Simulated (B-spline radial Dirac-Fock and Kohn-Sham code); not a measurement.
## Relativistic shifts of the levels of Pr³⁷⁺

System: praseodymium as Pr³⁷⁺, configuration [Ar] 3d4.

Both columns are ΔSCF binding energies of the configuration average from a radial atomic solver: non-relativistic Hartree-Fock with a point nucleus, and Dirac-Fock with a finite nucleus and the Coulomb interaction alone, averaged over the two j levels with weights 2j+1.

```
shell  Hartree-Fock (eV)  Dirac-Fock (eV)  shift (eV)  shift (%)
   1s            41958.7          44078.4    +2119.73      +5.05
   2s             8166.4           8722.2     +555.76      +6.81
   2p             7827.8           8011.2     +183.43      +2.34
   3s             2973.4           3124.2     +150.84      +5.07
   3p             2829.2           2889.7      +60.57      +2.14
   3d             2612.5           2612.9       +0.46      +0.02
```

Relativity binds 1s, 2s, 2p, 3s, 3p, 3d more strongly, among those listed most of all 2s in relative terms.

Values without a named source are computed, but for edge energies of neutral atoms, which are taken from tables.
